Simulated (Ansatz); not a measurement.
Pulling on the N7–H8 bond in CH6BN (SMILES CBN) (multiplicity 1 held, fragments rigid). Energies count from the point at 1.006 Å.
Geometry at that point (charge 0, multiplicity 1):
```xyz
9

B     -0.405    -0.135     0.326
H     -1.242    -0.480     1.111
C      1.108    -0.500     0.544
H      1.234    -1.586     0.608
H      1.463    -0.107     1.502
H      1.775    -0.129    -0.239
N     -0.835     0.599    -0.778
H     -1.798     0.844    -0.937
H     -0.210     0.936    -1.493
```

R- and RO- levels are restricted; in cc, def2 and unpolarised 6-31G sets they are followed outwards from rest. U- levels take the lowest unrestricted solution at each point, which mixes spins at long bonds. Active spaces are followed from a long bond inwards. Levels need not reach the same state.

Cores are frozen in the correlated methods.

The values were computed with Ansatz (an electronic-structure program). Each number belongs to the level named beside it.

Energies in kcal/mol.

```tsv
R (Å)	R-HF/cc-pVDZ	U-CCSD(T)/cc-pVDZ	CASSCF(2,2)/cc-pVDZ	FIC-NEVPT4(SD) on CASSCF(2,2)/cc-pVDZ	FIC-MRCISD+Q on CASSCF(2,2)/cc-pVDZ
0.805	34.5	38.4	38.0	38.3	38.2
0.905	6.2	8.2	8.1	8.1	8.1
1.006	0.0	0.0	0.0	0.0	0.0
1.107	5.7	3.7	3.6	3.7	3.8
1.207	17.5	13.4	13.1	13.5	13.6
1.358	40.2	32.6	…	32.8	33.0
1.509	64.3	52.6	50.6	52.8	53.0
1.761	101.7	82.2	77.2	81.4	81.5
2.012	133.3	103.9	95.3	101.4	101.4
2.314	163.6	118.4	107.4	115.3	115.0
2.716	193.6	123.5	…	122.8	122.4
3.219	219.1	124.5	…	125.4	125.0
```

Q: What belongs in the gaps?

A: 
- 1.358, CASSCF(2,2)/cc-pVDZ: 31.6
- 3.219, CASSCF(2,2)/cc-pVDZ: 116.2
- 2.716, CASSCF(2,2)/cc-pVDZ: 114.0

Doubts at one or more of the structures used: a restricted determinant that unrestricted orbitals would lower (R-HF/cc-pVDZ); a spin-contaminated determinant (U-CCSD(T)/cc-pVDZ); T1 above 0.05 (U-CCSD(T)/cc-pVDZ).
